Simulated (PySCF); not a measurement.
A series of related molecules.

All values: CAM-B3LYP/def2-SVPD (PySCF) at PBE0-D3(BJ)/def2-SVP geometries, gas phase, one conformer each. Core orbitals are frozen in the response; Δα² is half the sum of the squared differences of the principal polarisabilities.

**Question.** Rank by polarisability anisotropy Δα, highest first.
A. `[CH3:1][C:2](=[O:3])[NH:4][C@@H:5]1[CH:6]=[CH:7][CH2:8][SiH2:9]1` with C1–C2–N4–C5 177°, C2–N4–C5–C6 142°, N4–C5–C6–C7 -145°, C6–C7–C8–Si9 20°, C7–C8–Si9–C5 -27°, N4–C5–Si9–C8 151°
B. `[CH3:1][CH:2]([CH3:3])[C@@H:4]1[CH:5]=[CH:6][CH2:7][SiH2:8]1` with C1–C2–C4–C5 -175°
C. `[H]/[N:1]=[CH:2]\[C@H:3]1[CH:4]=[CH:5][CH2:6][SiH2:7]1` with N1–C2–C3–C4 -17°, C2–C3–C4–C5 110°, C4–C5–C6–Si7 8°, C5–C6–Si7–C3 -12°, C2–C3–Si7–C6 -109°
D. `[Cl:1][CH2:2][C@H:3]1[CH:4]=[CH:5][CH2:6][SiH2:7]1` with Cl1–C2–C3–C4 -65°, C2–C3–C4–C5 111°, C4–C5–C6–Si7 12°, C5–C6–Si7–C3 -16°, C2–C3–Si7–C6 -106°
E. `[F:1][C:2]([F:3])([F:4])[O:5][C@H:6]1[CH:7]=[CH:8][CH2:9][SiH2:10]1` with C2–O5–C6–C7 163°, O5–C6–C7–C8 133°, C7–C8–C9–Si10 -9°, C8–C9–Si10–C6 13°, O5–C6–Si10–C9 -131°

**Answer.** A (6.24 Å³), E (4.41 Å³), B (3.97 Å³), C (2.89 Å³), D (1.66 Å³).

**Question.** Rank by HOMO energy, lowest first.
A. `C1=CC[SiH2][C@H]1/C=N\[H]`
B. `C1C[SiH2][C@@H](C=1)NC(=O)C`
C. `FC(F)(F)O[C@H]1C=CC[SiH2]1`
D. `ClC[C@H]1C=CC[SiH2]1`

**Answer.** C (-8.98 eV), A (-8.80 eV), D (-8.59 eV), B (-8.24 eV).

**Question.** Rank by HOMO–LUMO gap, highest first.
A. `CC(=O)N[C@@H]1C=CC[SiH2]1`
B. `ClC[C@H]1C=CC[SiH2]1`
C. `[H]/N=C\[C@H]1C=CC[SiH2]1`
D. `FC(F)(F)O[C@H]1C=CC[SiH2]1`

**Answer.** D (9.83 eV), C (9.69 eV), B (9.51 eV), A (9.24 eV).

All values together:

| SMILES | formula | μ (D) | HOMO (eV) | LUMO (eV) | α (Å³) | Δα (Å³) | electrons | α per electron (Å³) | ΔSCF removal energy (eV) |
| --- | --- | --- | --- | --- | --- | --- | --- | --- | --- |
| CC(C)[C@@H]1C=CC[SiH2]1 | C7H14Si | 0.44 | -8.35 | 1.24 | 15.82 | 3.97 | 70 | 0.226 | 9.02 |
| [H]/N=C\[C@H]1C=CC[SiH2]1 | C5H9NSi | 2.96 | -8.80 | 0.89 | 13.17 | 2.89 | 60 | 0.220 | 9.56 |
| FC(F)(F)O[C@H]1C=CC[SiH2]1 | C5H7F3OSi | 3.23 | -8.98 | 0.85 | 13.17 | 4.41 | 86 | 0.153 | 9.71 |
| ClC[C@H]1C=CC[SiH2]1 | C5H9ClSi | 1.56 | -8.59 | 0.93 | 14.09 | 1.66 | 70 | 0.201 | 9.29 |
| CC(=O)N[C@@H]1C=CC[SiH2]1 | C6H11NOSi | 3.70 | -8.24 | 1.00 | 15.64 | 6.24 | 76 | 0.206 | 8.91 |

Conformers: `[CH3:1][CH:2]([CH3:3])[C@@H:4]1[CH:5]=[CH:6][CH2:7][SiH2:8]1` with C1–C2–C4–C5 -175°; `[H]/[N:1]=[CH:2]\[C@H:3]1[CH:4]=[CH:5][CH2:6][SiH2:7]1` with N1–C2–C3–C4 -17°, C2–C3–C4–C5 110°, C4–C5–C6–Si7 8°, C5–C6–Si7–C3 -12°, C2–C3–Si7–C6 -109°; `[F:1][C:2]([F:3])([F:4])[O:5][C@H:6]1[CH:7]=[CH:8][CH2:9][SiH2:10]1` with C2–O5–C6–C7 163°, O5–C6–C7–C8 133°, C7–C8–C9–Si10 -9°, C8–C9–Si10–C6 13°, O5–C6–Si10–C9 -131°; `[Cl:1][CH2:2][C@H:3]1[CH:4]=[CH:5][CH2:6][SiH2:7]1` with Cl1–C2–C3–C4 -65°, C2–C3–C4–C5 111°, C4–C5–C6–Si7 12°, C5–C6–Si7–C3 -16°, C2–C3–Si7–C6 -106°; `[CH3:1][C:2](=[O:3])[NH:4][C@@H:5]1[CH:6]=[CH:7][CH2:8][SiH2:9]1` with C1–C2–N4–C5 177°, C2–N4–C5–C6 142°, N4–C5–C6–C7 -145°, C6–C7–C8–Si9 20°, C7–C8–Si9–C5 -27°, N4–C5–Si9–C8 151°.

**Question.** By how much does the ΔSCF value exceed −ε(HOMO) over the species that have both?

**Answer.** By 0.67 to 0.76 eV, 0.70 eV on average, over 5 species.
